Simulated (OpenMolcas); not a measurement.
**Fe4+: CASPT2 settings compared**

* Program: OpenMolcas 26.06
* Basis: ANO-R1 [5s4p2d1f]
* Scalar Hamiltonian: X2C, finite nucleus
* Active space: 4 electrons in 5 orbitals (3d)
* State averaging: 2S+1 = 5 even, 5 roots; 2S+1 = 3 even, 35 roots kept (CI in the orbitals of an earlier block); 2S+1 = 1 even, 23 roots kept (CI in the orbitals of an earlier block)
* Spin-orbit coupling: RASSI with atomic mean-field integrals over the reference wave functions, term energies averaged over their components

Methods on the same reference wave functions:
A. CASSCF
B. SS-CASPT2, IPEA 0.15 Eh, imaginary shift 0.2 Eh (closed shells correlated: none)
C. SS-CASPT2, IPEA 0.15 Eh, no level shift (closed shells correlated: 2s 2p 3s 3p)
D. SS-CASPT2, IPEA 0.35 Eh, sigma2 regulariser 0.15 Eh (closed shells correlated: 3s 3p)

Energies in eV above 3d⁴ ⁵D₀, the measured ground level; measured values from Corliss and Sugar, J. Phys. Chem. Ref. Data 11, 135 (1982).

```
  Level       A       B       C       D  Measured
3d⁴ ⁵D₀  0.0000  0.0000  0.0000  0.0000    0.0000
3d⁴ ⁵D₁  0.0185  0.0186  0.0188  0.0187    0.0176
3d⁴ ⁵D₂  0.0545  0.0548  0.0551  0.0550    0.0517
3d⁴ ⁵D₃  0.1065  0.1069  0.1072  0.1071    0.0996
3d⁴ ⁵D₄  0.1728  0.1731  0.1733  0.1732    0.1590
3d⁴ ³H₄  3.3785   3.425   3.360   3.370    3.0912
3d⁴ ³H₅  3.4180   3.465   3.402   3.412    3.1276
3d⁴ ³H₆  3.4618   3.510   3.449   3.459    3.1651
3d⁴ ³P₀  3.6126   3.363   3.131   3.187    2.9825
3d⁴ ³P₁  3.7242   3.476   3.246   3.302    3.0962
3d⁴ ³F₂  3.9015   3.762   3.531   3.580    3.3179
3d⁴ ³F₃  3.9066   3.770   3.539   3.588    3.3280
3d⁴ ³P₂  3.9219   3.673   3.443   3.499    3.2817
3d⁴ ³F₄  3.9268   3.791   3.561   3.609    3.3443
3d⁴ ³G₃  4.2712   4.207   3.977   4.009    3.6968
3d⁴ ³G₄  4.3180   4.254   4.025   4.056    3.7378
3d⁴ ³G₅  4.3531   4.293   4.065   4.096    3.7729
3d⁴ ¹I₆  5.0978   5.186   5.103   5.089    4.6509
```

Deviations, from unrounded energies. A percentage is the sum of absolute deviations over the sum of measured energies, with the sign that they share, or ± where signs differ.

```json
{"Against measurement": "mean absolute deviation (cm-1)", "Levels": "17", "A": "3200", "B": "2700", "C": "1500", "D": "1700"}
{"Against measurement": "fine structure of the ground term (%)", "Levels": "4", "A": "+7.4", "B": "+7.8", "C": "+8.1", "D": "+8.0"}
{"Against measurement": "other terms of the ground configuration (%)", "Levels": "13", "A": "+15.0", "B": "+12.5", "C": "+7.3", "D": "+8.2"}
```

C lies closest to measurement on these levels and A furthest from it. The largest miss of C in the table is 3d⁴ ¹I₆, by +3600 cm-1. The ranking rests on the paired levels alone, and a cruder setting can come out closer through cancelling errors.

Among B to D the level of the table that moves most is 3d⁴ ³P₀, by 1900 cm-1 (lowest in C, highest in B). Moves below CASPT2's spread within the term are not significant.

From A to B the spin-free energies of the other terms of 3d⁴ shown, above ⁵D, scale by factors of 0.93 to 1.02.

The lowest spin-free term lies below A's lowest term by 0.027 hartree in B, 0.267 hartree in C, 0.243 hartree in D.

CASPT2 does not keep the components of a term degenerate, so their means are used; among the terms shown or strongly mixed into the levels shown the widest spread is 190 cm-1 (3d⁴ ¹I, C). Terms from blocks run as CI alone lack orbitals of their own. The basis is small and was not contracted for so high a charge. Without dynamic correlation excited terms often stand tens of per cent too high (terms of higher spin than the ground term too low), and those without a measured partner can miss by more than the paired ones (holds for A). Computed and measured levels are paired by configuration, term and J; levels that our copy of the source lacks, or whose pairing is in doubt (as where it misses far off the trend of its configuration), stay unpaired and out of the deviations. Only configurations of the active space appear. Levels that lie high or do not pair safely by name in every column are left out.
